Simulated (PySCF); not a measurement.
C3H7BO3, SMILES O1B(COC1)OC.

The structure is a stationary point at PBE0-D3(BJ)/def2-SVP. The structure was generated by enumeration, and PubChem lists no compound with its InChIKey, so it may never have been made. The values are those of a single conformer.

Vertical ionisation energy (IE) and electron affinity (EA) in eV. Rows of orbital energies are one-electron estimates. Where ΔSCF, EOM or ADC give a negative EA the extra electron is unbound and the value depends on the basis.

| level | IE | EA |
|---|---|---|
| −ε(HOMO), −ε(LUMO), ωB97X/def2-TZVP (PySCF) | … | … |
| −ε(HOMO), −ε(LUMO), PBE/def2-TZVP (PySCF) | 5.90 | -0.03 |

What belongs in the gaps? (An estimate is asked for; the answer gives what the named calculation found.)


- −ε(HOMO), −ε(LUMO), ωB97X/def2-TZVP (PySCF), IE: 9.94
- −ε(HOMO), −ε(LUMO), ωB97X/def2-TZVP (PySCF), EA: -2.77
